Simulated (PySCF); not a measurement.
## Interval between two levels of Tb⁺ by level of theory

Tb⁺ [Xe] 4f9 6s1 [7H8, M_J = 8] → Tb⁺ [Xe] 4f8 6s2 [7F6, M_J = 6], as a difference of total energies. Calculation: PySCF 2.14, in x2c-TZVPall-2c with one added diffuse shell each of s, p, d, f type (12s12p11d5f1g, 147 functions); the two-component X2C-1e Hamiltonian. Correlated levels: [Ar] 3d10 frozen; the 18 highest virtual spinors dropped. "Screened" scales the spin-orbit matrix elements by Boettger's factors to mimic the two-electron term; Breit and QED terms are absent.

```
                    method  interval between two levels (cm⁻¹)
 GHF (screened spin-orbit)                              -15133
GMP2 (screened spin-orbit)                              4486.9
```

The labels give the starting determinants; with spin-orbit coupling the two ends relaxed to ⟨J²⟩ = 72.02, ⟨L²⟩ = 30.55, ⟨S²⟩ = 11.85 and ⟨J²⟩ = 42.04, ⟨L²⟩ = 12.35, ⟨S²⟩ = 11.89.
